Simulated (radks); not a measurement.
Values are calculated unless marked as measured or tabulated.
Ionisation of neutral promethium, [Xe] 4f5 6s2, to [Xe] 4f5 6s1 as the strength of local exchange is varied. Level of theory: scalar-relativistic Kohn-Sham, Slater X-alpha exchange (alpha = 2/3 is LDA exchange), no correlation, spin-polarised, spherical densities, point nucleus; open shells are filled with parallel spins first (spin-orbit coupling, left out, can overturn this in heavy ions) (a radial shooting solver on a logarithmic mesh with Libxc functionals).

| alpha | E(Pm) (hartree) | exchange (hartree) | IE (eV) | -e of the level emptied (eV) | <r> of it (bohr) |
|---|---|---|---|---|---|
| 0.63 | -9995.7924 | -203.5660 | 4.528 | 2.576 (6s) | 4.621 |
| 0.667 | -10007.7964 | -215.7964 | 4.665 | 2.720 (6s) | 4.573 |
| 0.85 | -10067.3911 | -276.7132 | 5.398 | 3.498 (6s) | 4.336 |
| 1.014 | -10121.1103 | -331.9064 | 6.116 | 4.272 (6s) | 4.141 |
| 1.041 | -10129.9823 | -341.0474 | 6.239 | 4.405 (6s) | 4.110 |

NIST Atomic Spectra Database: 5.582 eV (measured). The Delta-SCF value meets it near alpha = 0.89. Open shells are spherical and high-spin; term and fine-structure splittings are not resolved. Spin-orbit splitting is averaged out at the scalar-relativistic level.
